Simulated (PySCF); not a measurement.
Al(H)2(F)(NH3), H₅AlFN, singlet (PBE0/def2-SVP optimised geometry):

```
8

Al    -1.147    -0.372     0.000
H     -1.443    -1.095     1.396
H     -1.445    -1.096    -1.395
F     -1.317     1.310     0.000
N      0.914    -0.372     0.000
H      1.272     0.095    -0.835
H      1.317    -1.310     0.026
H      1.268     0.140     0.810
```

Calculation: PBE0/def2-TZVP in PySCF 2.14.0.

**Question.** What are the frontier orbital energies and the dipole moment?

**Answer.** HOMO-2 -10.24 eV, HOMO-1 -8.90 eV, HOMO -7.54 eV, LUMO -0.28 eV, LUMO+1 0.98 eV; dipole moment 5.71 D.

On the same geometry PBE/def2-TZVP (PySCF) gives HOMO-2 -8.28 eV, HOMO-1 -7.43 eV, HOMO -6.22 eV, LUMO -1.11 eV, LUMO+1 0.20 eV; dipole moment 5.63 D.

Meta-Löwdin charges at PBE0/def2-TZVP: Al1 0.67, H2 -0.19, H3 -0.19, F4 -0.58, N5 -0.50, H6 0.27, H7 0.26, H8 0.27.
